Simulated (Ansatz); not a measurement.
[In(OMe)H3]- (CH₆InO⁻). The state is a singlet with charge -1. Geometry r2SCAN-D4/def2-TZVPD.

```xyz
9

In    1.114    1.016   -0.173
O     0.220   -0.863   -0.481
C    -1.016   -1.053    0.105
H    -1.007   -0.944    1.212
H    -1.398   -2.072   -0.102
H    -1.796   -0.349   -0.261
H    -0.038    2.192   -0.843
H     2.643    0.909   -1.046
H     1.278    1.165    1.589
```

In the def2 sets In takes a core potential; there is no spin–orbit coupling. HSE06 is defined as in plane-wave codes, on full-range PBE exchange.

**Question.** Estimate the orbital energies around the gap (eV) in Ansatz with PBE-D4/def2-SVPD, PBE-D4/def2-TZVPD, revPBE-D4/def2-TZVPD, BLYP-D4/def2-TZVPD, HSE06-D4/def2-TZVPD.

**Answer.** 
| orbital | PBE-D4/def2-SVPD | PBE-D4/def2-TZVPD | revPBE-D4/def2-TZVPD | BLYP-D4/def2-TZVPD | HSE06-D4/def2-TZVPD |
| --- | --- | --- | --- | --- | --- |
| HOMO−13 | -13.02 | -12.92 | -12.88 | -12.81 | -14.99 |
| HOMO−12 | -12.94 | -12.83 | -12.79 | -12.73 | -14.90 |
| HOMO−11 | -12.93 | -12.83 | -12.79 | -12.73 | -14.89 |
| HOMO−10 | -12.79 | -12.68 | -12.64 | -12.58 | -14.73 |
| HOMO−9 | -12.79 | -12.67 | -12.64 | -12.58 | -14.73 |
| HOMO−8 | -10.99 | -11.16 | -11.15 | -11.03 | -12.98 |
| HOMO−7 | -6.37 | -6.35 | -6.28 | -6.24 | -7.54 |
| HOMO−6 | -5.73 | -5.73 | -5.68 | -5.65 | -6.94 |
| HOMO−5 | -5.38 | -5.37 | -5.32 | -5.27 | -6.48 |
| HOMO−4 | -4.16 | -4.19 | -4.13 | -4.07 | -5.18 |
| HOMO−3 | -1.68 | -1.70 | -1.65 | -1.61 | -2.50 |
| HOMO−2 | -1.65 | -1.67 | -1.63 | -1.59 | -2.43 |
| HOMO−1 | -1.06 | -1.07 | -1.02 | -0.99 | -2.01 |
| HOMO | -0.49 | -0.52 | -0.47 | -0.46 | -1.54 |
| LUMO | 3.38 | 3.07 | 3.01 | 3.09 | 3.23 |
| LUMO+1 | 3.81 | 3.41 | 3.40 | 3.44 | 3.63 |
| LUMO+2 | 4.35 | 3.79 | 3.77 | 3.81 | 4.00 |
| LUMO+3 | 4.69 | 4.17 | 4.14 | 4.21 | 4.37 |
| LUMO+4 | 4.76 | 4.32 | 4.29 | 4.38 | 4.47 |
| LUMO+5 | 4.85 | 4.35 | 4.32 | 4.39 | 4.51 |
